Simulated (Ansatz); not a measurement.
Mulliken charges of ClH₅OSiSn, SMILES `[SiH3][O][SnH2][Cl]` from B3LYP/def2-TZVPP in Ansatz (PBE0-D4/def2-TZVP geometry).

```
atom   x (Å)   y (Å)   z (Å)  charge (e)
 Si1  -0.220   1.579  -0.338       0.436
  O2  -0.352   0.285   0.655      -0.598
 Sn3   0.157  -1.590   0.610       0.975
 Cl4   0.738  -2.031  -1.596      -0.377
  H5  -1.070   1.419  -1.549      -0.079
  H6  -0.668   2.777   0.417      -0.078
  H7   1.189   1.779  -0.777      -0.081
  H8  -1.230  -2.487   0.991      -0.099
  H9   1.544  -1.775   1.569      -0.100
```

Task: By hand: the dipole of these point charges (1 e Å = 4.8032 D).

Result: Σ q r = (-0.003, -0.316, 0.555) e Å, of length 0.639 e Å = 3.07 D.

Task: How does the dipole of the full density compare? (An estimate is asked.)

Result: The calculation gave: (-0.011, -0.264, 0.403) e Å, 2.31 D; the point charges give 1.33 times that, at 4° from its direction.

Point charges leave out the atoms' own dipoles, such as those of lone pairs, and Mulliken's split depends on the basis, so the two needn't agree.

B3LYP here is the variant with VWN-RPA as its local correlation; programs differ in this.
